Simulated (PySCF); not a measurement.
Species: C₉H₁₈N (charge +1).
SMILES with atom numbers: `[CH2:1]=[CH:2][C@@H:3]1[CH2:4][CH2:5][CH2:6][N+:7]([CH3:8])([CH3:9])[CH2:10]1` (hydrogens: H11, H12 on C1; H13 on C2; H14 on C3; H15, H16 on C4; H17, H18 on C5; H19, H20 on C6; H21, H22, H23 on C8; H24, H25, H26 on C9; H27, H28 on C10)
Bond orders are those of one Lewis drawing.

Method: PBE0-D3(BJ)/def2-SVP geometry optimisation, gas phase (PySCF); density fitting, grid level 1; the optimiser is geomeTRIC in internal coordinates, started from a GFN2-xTB structure with every atom displaced at random (about 0.01 Å).

Step 0: E = -11089.4154 eV
```
atom  x, y, z in Å  |  force x, y, z in eV/Å
C1      3.4876    0.2335   -1.1765   -1.620   1.741   0.487
C2      2.5063   -0.4649   -0.6272   -0.792   0.983  -0.057
C3      1.2241    0.1172   -0.0630    1.268  -0.409   0.527
C4      1.1582   -0.1948    1.4358   -2.583   0.462  -0.740
C5     -0.2190    0.2883    1.9629    0.708   0.017  -0.132
C6     -1.3677   -0.3122    1.1766    0.640   0.094   0.886
N7     -1.2687   -0.0442   -0.2838   -0.741   0.144   0.221
C8     -1.4801    1.3938   -0.5693   -0.969  -0.302  -0.530
C9     -2.3361   -0.8032   -0.9530   -0.325  -0.165  -1.101
C10     0.0463   -0.4898   -0.7878    0.786  -0.376  -0.233
H11     4.3575   -0.1965   -1.5500    1.812  -1.022  -0.697
H12     3.4042    1.3312   -1.2705    0.068  -0.305   0.027
H13     2.5833   -1.5228   -0.5436    0.173  -1.288   0.098
H14     1.2563    1.2055   -0.1910   -0.044   0.188  -0.144
H15     1.9369    0.2685    1.9805    1.230   0.687   0.663
H16     1.2119   -1.2608    1.5988    0.230  -0.828   0.063
H17    -0.3336    0.0056    3.0127   -0.158  -0.110   0.213
H18    -0.2663    1.3902    1.9547   -0.007  -0.024  -0.019
H19    -2.3252    0.0489    1.5447   -0.414   0.234  -0.087
H20    -1.3689   -1.3945    1.3153    0.017  -0.350  -0.163
H21    -0.7561    1.9989   -0.0887    1.031   0.637   0.584
H22    -1.4420    1.5461   -1.6462    0.122   0.028  -0.300
H23    -2.4678    1.7049   -0.2212   -0.190  -0.127   0.129
H24    -2.2151   -1.8718   -0.7996    0.149  -0.336   0.319
H25    -2.2734   -0.6412   -2.0416   -0.003   0.139   0.144
H26    -3.3252   -0.4932   -0.6076   -0.039   0.141   0.189
H27     0.0926   -1.5919   -0.6810   -0.155   0.236  -0.099
H28     0.1155   -0.2313   -1.8480   -0.195  -0.087  -0.249
```

Problem. Estimate the geometry and energy of step 1. (The exact step hangs on the optimiser's Hessian estimate; all steps are aligned on step 0, rigid shifts and turns removed.)

Solution. E = -11089.6836 eV, largest force 0.614 eV/Å
```
atom  x, y, z in Å  |  force x, y, z in eV/Å
C1      3.4726    0.2448   -1.2053    0.527  -0.221  -0.223
C2      2.5132   -0.4745   -0.6298   -0.001  -0.240   0.119
C3      1.2603    0.1029   -0.0406   -0.223   0.121  -0.102
C4      1.1154   -0.1793    1.4531    0.356   0.048   0.302
C5     -0.2270    0.2958    1.9873   -0.011   0.024  -0.012
C6     -1.3710   -0.3060    1.2043   -0.158  -0.071  -0.089
N7     -1.2816   -0.0377   -0.2805    0.109   0.006  -0.053
C8     -1.5021    1.4052   -0.5706    0.208   0.125   0.163
C9     -2.3373   -0.8193   -0.9825    0.035  -0.002   0.188
C10     0.0706   -0.4827   -0.7960   -0.090   0.035  -0.011
H11     4.3907   -0.2269   -1.6011   -0.388   0.150   0.148
H12     3.4084    1.3309   -1.3003   -0.044   0.103   0.011
H13     2.6227   -1.5688   -0.5447    0.013   0.177  -0.014
H14     1.2847    1.1960   -0.1999    0.017  -0.038  -0.005
H15     1.9447    0.3078    2.0060   -0.226  -0.164  -0.170
H16     1.2203   -1.2675    1.6259    0.008   0.076   0.007
H17    -0.3645   -0.0041    3.0377    0.028  -0.005  -0.015
H18    -0.2858    1.3967    1.9854    0.003  -0.009  -0.001
H19    -2.3551    0.0634    1.5296    0.036   0.005   0.017
H20    -1.3734   -1.4023    1.3042    0.010   0.015   0.013
H21    -0.7423    2.0170   -0.0621   -0.140  -0.129  -0.097
H22    -1.4341    1.5639   -1.6521   -0.001   0.008  -0.052
H23    -2.4977    1.6885   -0.2130   -0.059   0.026   0.011
H24    -2.1782   -1.8871   -0.7917   -0.019  -0.012   0.000
H25    -2.2757   -0.6204   -2.0561    0.006   0.018  -0.111
H26    -3.3180   -0.5123   -0.5993   -0.025  -0.018  -0.015
H27     0.0757   -1.5794   -0.7117    0.009  -0.032   0.003
H28     0.1006   -0.2248   -1.8637    0.020   0.003  -0.011
```

The energy changes by -0.2682 eV. The first-order estimate −F·Δx gives -0.6479 eV and the mean of the old and new forces, exact on a quadratic surface, -0.2788 eV. The step makes an angle of 55° with the force vector and moves no atom by more than 0.068 Å.

The cost below is that of the whole optimisation. On one thread of an Arm Neoverse V2, shared host with 96 logical CPUs at a one-minute load of 28, this took 2.8 min of wall time and 1.0 GiB of memory at its peak.
